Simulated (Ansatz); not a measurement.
Pulling on the Te1–F2 bond in FHOTe (SMILES O[Te]F) (multiplicity 1 held, fragments rigid). Energies count from the point at 1.925 Å.
Geometry at that point (charge 0, multiplicity 1):
| atom | x (Å) | y (Å) | z (Å) |
|---|---|---|---|
| Te | 0.1195 | 0.0429 | 0.3093 |
| F | -1.0755 | 1.1330 | -0.7345 |
| O | 0.3087 | -1.4058 | -0.9812 |
| H | 0.9930 | -1.1827 | -1.6249 |

R- and RO- levels are restricted; in cc, def2 and unpolarised 6-31G sets they are followed outwards from rest. Unrestricted levels (U-) break spin symmetry where that is lower. Active spaces are followed from a long bond inwards. Levels need not reach the same state.

Cores are frozen in the correlated methods. Filled d and f shells under p-block atoms count as core.

Codes used: Ansatz (an electronic-structure program). Each number belongs to the level named beside it. In def2 rows elements past Kr take small-core potentials, without spin–orbit coupling.

```
level                                   energy at R = 6.160 Å (eV)
--------------------------------------  --------------------------
U-HF/def2-SVP                                                1.688
R-MP2/def2-SVP                                               2.433
U-SCS-MP2/def2-SVP                                           3.405
U-CCSD(T)/def2-SVP                                           3.246
CASSCF(6,4)/def2-SVP                                         2.540
SC-NEVPT2 on CASSCF(6,4)/def2-SVP                            3.461
FIC-NEVPT4(SD) on CASSCF(6,4)/def2-SVP                       3.195
FIC-MRCISD on CASSCF(6,4)/def2-SVP                             ___
FIC-MRCISD+Q on CASSCF(6,4)/def2-SVP                         3.197
```

Task: Fill in the missing entries.

Result: 
- FIC-MRCISD on CASSCF(6,4)/def2-SVP, energy at R = 6.160 Å (eV): 3.114

Doubts at one or more of the structures used: a spin-contaminated determinant (U-HF/def2-SVP, U-SCS-MP2/def2-SVP, U-CCSD(T)/def2-SVP); a restricted determinant that unrestricted orbitals would lower (R-MP2/def2-SVP); active orbitals that take no part (CASSCF(6,4)/def2-SVP, SC-NEVPT2 on CASSCF(6,4)/def2-SVP, FIC-NEVPT4(SD) on CASSCF(6,4)/def2-SVP, FIC-MRCISD on CASSCF(6,4)/def2-SVP, FIC-MRCISD+Q on CASSCF(6,4)/def2-SVP).
